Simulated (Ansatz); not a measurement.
`FCN[SiH2][SiH3]` + `[AlH2][I]` → `F[CH2][AlH][I]` + `N[SiH2][SiH3]`  (formal exchange of groups at a C–N bond)

Isolated molecules relaxed with PBE0-D4/def2-TZVP in Ansatz; ΔE leaves out vibrations. CCSD(T)/CBS is the MP2 limit (def2-TZVPP, def2-QZVPP) plus CCSD(T) − MP2 in def2-TZVPP, frozen cores. This one scheme is used for every species. DFT in def2-TZVPP. Elements past krypton have def2 core potentials. For I outer-core shells are correlated without core-valence functions, which leaves a few kJ/mol of doubt a bond. One conformer a species, not always the lowest.

`FCN[SiH2][SiH3]`:

Z-matrix (Å, degrees):
```
C
N 1 1.403
F 1 1.405 2 112.7
H 1 1.093 2 110.4 3 -118.2
H 1 1.092 2 111.4 3 118.9
Si 2 1.743 1 122.2 3 72.6
H 2 1.009 1 113.5 3 -76.9
Si 6 2.347 2 114.5 1 -64.9
H 6 1.490 2 106.9 1 56.4
H 6 1.488 2 106.1 1 173.4
H 8 1.488 6 110.1 2 -54.0
H 8 1.491 6 110.1 2 -173.4
H 8 1.487 6 110.7 2 66.5
```

`[AlH2][I]`:

Cartesian coordinates in Å:
```
Al 0.191 0.058 0.151
I -1.693 -0.514 -1.344
H 1.375 0.908 -0.450
H 0.128 -0.453 1.642
```

`F[CH2][AlH][I]`:

Cartesian coordinates in Å:
```
F 1.749 -0.662 -0.181
C 0.873 0.364 0.153
Al -1.029 -0.128 -0.073
I -1.613 -2.377 -0.892
H 1.122 1.239 -0.464
H 1.075 0.660 1.191
H -2.176 0.904 0.265
```

`N[SiH2][SiH3]`:

Z-matrix (Å, degrees):
```
Si
Si 1 2.341
N 1 1.724 2 108.6
H 1 1.497 2 108.1 3 -126.1
H 1 1.488 2 110.7 3 117.7
H 2 1.489 1 110.3 3 173.7
H 2 1.491 1 110.1 3 54.6
H 2 1.488 1 111.4 3 -65.4
H 3 1.008 1 119.6 2 167.4
H 3 1.007 1 119.6 2 -50.6
```

```csv
level,ΔE (eV)
r2SCAN,-0.07
CCSD/def2-TZVPP,-0.04
```

Task: What does CCSD(T)/CBS give? (Best estimate.)

Result: Ansatz gave: -0.09 eV. The listed levels differ from it by 0.02, 0.05 eV.

Largest T1 diagnostic among the species: 0.012.

In def2-TZVPP, CCSD(T) changes the Hartree–Fock value by −0.05 eV (the triples alone add +0.01 eV) and MP2 by −0.06 eV.
